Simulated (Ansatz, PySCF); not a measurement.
Molecule: AsF$_{2}$, charge 0, multiplicity 2. SMILES: F[As]F
Coordinates optimised at B3LYP-D3(BJ)/def2-TZVP (Ansatz, an electronic-structure program):
```xyz
3

As    -0.1465    -0.2056     0.3218
F      1.3359    -0.3721    -0.5823
F     -0.7986     1.1258    -0.5975
```
Charge 0, spin multiplicity 2.

Wanted: atomisation energy, in kcal/mol. Terms: UHF or UKS for open shells; non-relativistic; dispersion terms only where a functional's name holds one; atomisation electronic, to ground-state atoms; no spin-orbit coupling. Ab initio and DFT rows: single points at B3LYP-D3(BJ) geometries (Ansatz).

```tsv
species	coefficient	E at B3LYP/STO-3G (Ansatz), Eh	E at M06-2X/def2-TZVPD (PySCF), Eh
F[As]F	-1	-2407.31332	-2435.62466
As atom	+1	-2210.47120	-2235.82871
F atom	+2	-98.26898	-99.73422
```

 1 Eh = 627.5095 kcal/mol.

Question: Compute it at each level from the table.

Answer: 
- B3LYP/STO-3G: the sum of coefficient times E is 0.30416 Eh, or 190.86 kcal/mol. Result: 190.9 kcal/mol.
- M06-2X/def2-TZVPD: the sum of coefficient times E is 0.32751 Eh, or 205.52 kcal/mol. Result: 205.5 kcal/mol.
